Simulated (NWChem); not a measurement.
System: TaNH4O3; SMILES [NH2][Ta](=[O])([OH])[OH]

Here is an NWChem input.

```
start job
memory heap 200 mb stack 900 mb global 1100 mb
geometry units angstroms noautoz
  Ta     0.011486     0.000136     0.001915
  O      0.146370     0.000473     1.720286
  O     -0.912695     1.562191    -0.610887
  H     -1.269648     2.345889    -0.186460
  O     -0.901738    -1.568231    -0.611190
  H     -1.253268    -2.354468    -0.186931
  N      1.886687     0.006761    -0.638357
  H      2.709669     0.009692    -0.043014
  H      2.167755     0.007756    -1.615901
end
basis spherical
  Ta library def2-svp
  O library def2-svp
  H library def2-svp
  N library def2-svp
end
ecp
  Ta library def2-ecp
end
dft
  xc xctpssh
  iterations 150
  mulliken
end
task dft energy
```

Excerpt of the output:

```
             Northwest Computational Chemistry Package (NWChem) 7.3.0
             --------------------------------------------------------

 CS  symmetry detected

                             Geometry "geometry" -> ""
                             -------------------------

 Output coordinates in angstroms (scale by  1.889725989 to convert to a.u.)

  No.       Tag          Charge          X              Y              Z
 ---- ---------------- ---------- -------------- -------------- --------------
    1 Ta                  73.0000     0.02506853     0.01501907     0.00000000
    2 O                    8.0000     1.72906422    -0.24457941     0.00000000
    3 O                    8.0000    -0.51939092     0.97590415     1.56522058
    4 H                    1.0000    -0.07038974     1.29832247     2.35019275
    5 O                    8.0000    -0.51939092     0.97590415    -1.56522058
    6 H                    1.0000    -0.07038974     1.29832247    -2.35019275
    7 N                    7.0000    -0.74999287    -1.80861758     0.00000000
    8 H                    1.0000    -0.21613019    -2.67275408     0.00000000
    9 H                    1.0000    -1.74540177    -2.01779115     0.00000000

 Effective nuclear repulsion energy (a.u.)     788.3957769551

      Symmetry information
      --------------------

 Group name             Cs
 Group number              2
 Group order               2
 No. of unique centers     7

                                 NWChem DFT Module
                                 -----------------

 Summary of "ao basis" -> "ao basis" (spherical)
 ------------------------------------------------------------------------------
       Tag                 Description            Shells   Functions and Types
 ---------------- ------------------------------  ------  ---------------------
 Ta                         def2-svp                12       32   6s3p2d1f
 O                          def2-svp                 6       14   3s2p1d
 H                          def2-svp                 3        5   2s1p
 N                          def2-svp                 6       14   3s2p1d

      Symmetry analysis of basis
      --------------------------

        a'         69
        a"         39

            General Information
            -------------------
          SCF calculation type: DFT
          Wavefunction type:  closed shell.
          No. of atoms     :     9
          No. of electrons :    48
           Alpha electrons :    24
            Beta electrons :    24
          Charge           :     0
          Spin multiplicity:     1
          Use of symmetry is: on ; symmetry adaption is: on
          Maximum number of iterations: 150
          AO basis - number of functions:   108
                     number of shells:    48
          Convergence on energy requested:  1.00D-06
          Convergence on density requested:  1.00D-05
          Convergence on gradient requested:  5.00D-04

              XC Information
              --------------
                  TPSS hybrid Method XC Functional
                     Hartree-Fock (Exact) Exchange  0.100
                  TPSS metaGGA Exchange Functional  0.900
             TPSS03 metaGGA Correlation Functional  1.000

             Grid Information
             ----------------
          Grid used for XC integration:  medium
          Radial quadrature: Mura-Knowles
          Angular quadrature: Lebedev.
          Tag              B.-S. Rad. Rad. Pts. Rad. Cut. Ang. Pts.
          ---              ---------- --------- --------- ---------
          Ta                  1.45      123           9.0       590
          O                   0.60       49          11.0       434
          H                   0.35       45          12.0       434
          N                   0.65       49          11.0       434
          Grid pruning is: on
          Number of quadrature shells:   405
          Spatial weights used:  Erf1

      Superposition of Atomic Density Guess
      -------------------------------------

 Sum of atomic energies:        -342.23341412

      Non-variational initial energy
      ------------------------------

 Total energy =    -337.204996
 1-e energy   =    -908.546346
 2-e energy   =     354.909082
 HOMO         =      -0.364980
 LUMO         =      -0.026204

      Symmetry analysis of molecular orbitals - initial
      -------------------------------------------------

  Numbering of irreducible representations:

     1 a'          2 a"

  Orbital symmetries:

     1 a'          2 a"          3 a'          4 a'          5 a'
     6 a'          7 a"          8 a'          9 a'         10 a"
    11 a'         12 a'         13 a'         14 a"         15 a'
    16 a'         17 a'         18 a"         19 a'         20 a"
    21 a'         22 a"         23 a'         24 a"         25 a'
    26 a'         27 a"         28 a'         29 a'         30 a"
    31 a'         32 a"         33 a'         34 a'

     ---------------------------------------------
      Total Density - Mulliken Population Analysis
     ---------------------------------------------

    Atom       Charge   Shell Charges
 -----------   ------   -------------------------------------------------------
    1 Ta  13    10.39   0.04 -0.32  1.78  0.54  0.31  0.05  5.48  0.58  0.15  1.37  0.25  0.17
    2 O    8     9.16   1.99  1.16  0.73  3.25  2.01  0.01
    3 O    8     8.88   1.99  1.10  0.66  3.14  1.98  0.00
    4 H    1     0.64   0.52  0.06  0.06
    5 O    8     8.88   1.99  1.10  0.66  3.14  1.98  0.00
    6 H    1     0.64   0.52  0.06  0.06
    7 N    7     7.93   1.99  1.03  0.50  2.63  1.77  0.00
    8 H    1     0.74   0.58  0.11  0.04
    9 H    1     0.74   0.58  0.11  0.04

   convergence    iter        energy       DeltaE   RMS-Dens  Diis-err
 ---------------- ----- ----------------- --------- --------- ---------
 d= 0,ls=0.0,diis     1   -339.4627524148 -5.56D+02  4.05D-02  3.01D+00
 d= 0,ls=0.0,diis     2   -334.5343524434  4.93D+00  3.31D-02  4.31D+01
 d= 0,ls=0.0,diis     3   -339.7385762393 -5.20D+00  7.15D-03  1.03D+00
 d= 0,ls=0.0,diis     4   -339.8014294055 -6.29D-02  2.88D-03  4.31D-01
 d= 0,ls=0.0,diis     5   -339.8428901808 -4.15D-02  8.09D-04  1.32D-02
  Resetting Diis
 d= 0,ls=0.0,diis     6   -339.8440963586 -1.21D-03  2.86D-04  4.16D-03
 d= 0,ls=0.0,diis     7   -339.8444297891 -3.33D-04  5.77D-04  1.02D-03
 d= 0,ls=0.0,diis     8   -339.8436116098  8.18D-04  4.42D-04  8.92D-03
 d= 0,ls=0.0,diis     9   -339.8445218923 -9.10D-04  7.00D-05  1.75D-04
 d= 0,ls=0.0,diis    10   -339.8445413727 -1.95D-05  7.77D-06  1.71D-06
 d= 0,ls=0.0,diis    11   -339.8445415456 -1.73D-07  2.48D-06  1.09D-07

         Total DFT energy =     -339.844541545639
      One electron energy =     -914.534398650494
           Coulomb energy =      399.201090194657
    Exchange-Corr. energy =      -40.943501467597
 Nuclear repulsion energy =      216.432268377795

 Numeric. integr. density =       47.999994608164

                  Occupations of the irreducible representations
                  ----------------------------------------------

                     irrep           alpha         beta
                     --------     --------     --------
                     a'               16.0         16.0
                     a"                8.0          8.0

                       DFT Final Molecular Orbital Analysis
                       ------------------------------------

 Vector   22  Occ=2.000000D+00  E=-2.989928D-01  Symmetry=a"
              MO Center=  1.0D+00, -2.8D-03,  6.6D-10, r^2= 2.5D+00
   Bfn.  Coefficient  Atom+Function         Bfn.  Coefficient  Atom+Function
  ----- ------------  ---------------      ----- ------------  ---------------
    38      0.503335  2 O  pz                41      0.347310  2 O  pz
    19     -0.219669  1 Ta d  1              51     -0.192599  3 O  py
    70      0.192599  5 O  py                 9     -0.165204  1 Ta pz
    54     -0.151678  3 O  py                73      0.151678  5 O  py
    15      0.121978  1 Ta pz                49      0.102194  3 O  s

 Vector   23  Occ=2.000000D+00  E=-2.982819D-01  Symmetry=a'
              MO Center=  9.1D-01,  1.7D-01, -1.5D-10, r^2= 3.0D+00
   Bfn.  Coefficient  Atom+Function         Bfn.  Coefficient  Atom+Function
  ----- ------------  ---------------      ----- ------------  ---------------
    36      0.475161  2 O  px                39      0.290062  2 O  px
     5     -0.247957  1 Ta s                 50     -0.239694  3 O  px
    69     -0.239694  5 O  px                 3      0.228732  1 Ta s
    16      0.175603  1 Ta d -2              53     -0.175994  3 O  px
    72     -0.175994  5 O  px                20     -0.164379  1 Ta d  2

 Vector   24  Occ=2.000000D+00  E=-2.513397D-01  Symmetry=a"
              MO Center= -6.8D-01, -1.3D+00, -1.6D-15, r^2= 2.3D+00
   Bfn.  Coefficient  Atom+Function         Bfn.  Coefficient  Atom+Function
  ----- ------------  ---------------      ----- ------------  ---------------
    90      0.522832  7 N  pz                93     -0.439292  7 N  pz
    17      0.119224  1 Ta d -1              50     -0.116968  3 O  px
    69      0.116968  5 O  px                 9      0.104314  1 Ta pz
    52      0.103868  3 O  pz                71      0.103868  5 O  pz
    53     -0.101278  3 O  px                72      0.101278  5 O  px

[...]
```

Level: TPSSh/def2-SVP with def2 effective core potentials on Ta. All runs use the structure optimised with PBE0/def2-SVP. Not confirmed as a minimum by frequencies. def2 effective core potentials on Ta; no spin-orbit coupling.
